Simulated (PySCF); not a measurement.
**Te (tellurium, neutral) across methods**

[Kr] 4d10 5s1 5p4 6s1, high-spin 5P determinant (an excited configuration). All numbers are calculated (PySCF 2.14, scalar relativity through the core potential, in aug-cc-pVTZ-PP with one added diffuse shell each of d, f type with ECP28MDF (6s5p5d3f, 67 functions)).

```
   method  E (hartree)  mean ε 5p α (eV)  mean ε 5p β (eV)  mean ε 6s α (eV)  Σ⟨r²⟩ (bohr²)   ⟨S²⟩
     BLYP    -267.3792            -9.865            -8.158            -1.718          83.29  6.003
     PBE0    -267.4474           -11.509            -8.919            -2.311          83.58  6.005
  r2SCAN0    -267.5189           -11.932            -8.994            -2.317          84.02  6.009
   r2SCAN    -267.5424           -10.804            -8.293            -1.932          84.14  6.009
BHandHLYP    -267.3791           -12.473            -9.657            -2.478          83.98  6.005
      PBE    -267.4261           -10.194            -8.148            -1.918          83.21  6.003
      M06    -267.4794           -11.100            -8.933            -2.070          83.15  6.001
      LDA    -267.0270           -10.266            -8.301            -2.041          82.64  6.002
      UHF   -266.49376           -14.752            -9.951            -3.118          85.60  6.014
```

Energies and moments cover only the electrons outside the core potential. The outer electron is Rydberg-like, and this basis confines it to a smaller radius and binds it less than a complete one would.
